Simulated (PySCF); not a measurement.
How the method moves the HOMO and LUMO of Me2Si(SMe)2

Me2Si(SMe)2, C₄H₁₂S₂Si.
Structure used (PBE0-D3(BJ)/def2-SVP), in Å, numbered top down from 1:
```
atom  x, y, z in Å
C1     1.7795    0.6186    1.8353
S2     1.1669    1.3965    0.3065
Si3    0.1083   -0.2567   -0.5727
C4     1.2100   -1.7349   -0.8894
C5    -0.6373    0.4348   -2.1434
S6    -1.3816   -0.9610    0.8087
C7    -2.3346    0.5700    1.0626
H8     2.0443    1.4268    2.5298
H9     2.6729    0.0091    1.6401
H10    0.9932   -0.0036    2.2880
H11    0.6334   -2.5565   -1.3424
H12    1.6558   -2.1068    0.0454
H13    2.0256   -1.4571   -1.5746
H14   -1.2697    1.3101   -1.9324
H15   -1.2559   -0.3305   -2.6368
H16    0.1556    0.7478   -2.8409
H17   -2.9570    0.4220    1.9550
H18   -1.6554    1.4189    1.2295
H19   -2.9878    0.7786    0.2038
```

Basis pcSseg-1 throughout (PySCF), one geometry. The structure is a single PBE0-D3(BJ)/def2-SVP conformer in the gas phase; no vibrational or solvent corrections.

How do the orbital energies, the gap and the dipole change with the method?

```tsv
method	kind	HOMO (eV)	LUMO (eV)	gap (eV)	μ (D)	SCF cycles
B97-D	GGA	-5.52	-0.20	5.31	0.28	14
KT2	GGA	-5.65	-0.47	5.18	0.25	13
LDA	LDA	-5.66	-0.51	5.14	0.30	13
PBE0	global hybrid	-6.76	0.58	7.35	0.27	12
mPW1PW91	global hybrid	-6.79	0.58	7.37	0.27	12
CAM-B3LYP	range-separated hybrid	-8.04	1.69	9.74	0.29	12
wB97X-D	range-separated hybrid	-8.62	2.34	10.96	0.30	12
HF	Hartree–Fock	-9.51	3.90	13.41	0.22	10
```

The HOMO spans 3.99 eV, from B97-D down to HF, and the gap runs from 5.14 eV (LDA) to 13.41 eV (HF). Over the methods B97-D (0 %), KT2 (0 %), LDA (0 %), PBE0 (25 %), mPW1PW91 (25 %), HF (100 %), a straight line through the gap against the share of exact exchange rises by 0.82 eV for each 10 % (correlation coefficient 1.000). The dipole ranges from 0.22 D (HF) to 0.30 D (LDA). This basis has no diffuse functions.

The vertical ΔSCF ionisation energy at PBE0/def2-SVPD is 8.45 eV; −ε(HOMO) comes closest to it with wB97X-D (8.62 eV).
